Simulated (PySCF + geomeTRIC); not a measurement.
Species: [Mo(CH3)6] (charge 0, multiplicity 1).

Problem. Give a relaxed geometry from PySCF + geomeTRIC with BP86-D3(BJ)/def2-SVP.

Solution. the end point of this relaxation.
Z-matrix (Å, degrees):
```
Mo
C 1 2.1223
H 2 1.1068 1 118.80
H 2 1.1112 3 109.36 1 127.02
H 2 1.1167 3 108.97 4 118.15
C 1 2.1224 2 97.14 3 -77.12
H 6 1.1068 1 118.78 2 -175.13
H 6 1.1111 7 109.37 1 127.05
H 6 1.1167 7 108.97 8 118.16
C 1 2.1224 2 97.14 3 -175.25
H 10 1.1068 1 118.81 2 -77.12
H 10 1.1112 11 109.37 1 127.01
H 10 1.1167 11 108.97 12 118.16
C 1 2.1959 2 127.47 3 107.30
H 14 1.1049 1 117.12 2 -99.59
H 14 1.1103 15 109.35 1 125.09
H 14 1.1130 15 109.06 16 118.58
C 1 2.1959 2 75.73 3 49.84
H 18 1.1048 1 117.12 2 172.43
H 18 1.1104 19 109.35 15 97.81
H 18 1.1130 19 109.05 20 118.58
C 1 2.1960 2 135.19 3 -0.23
H 22 1.1049 1 117.12 2 86.68
H 22 1.1103 23 109.34 19 97.87
H 22 1.1130 23 109.05 24 118.57
```
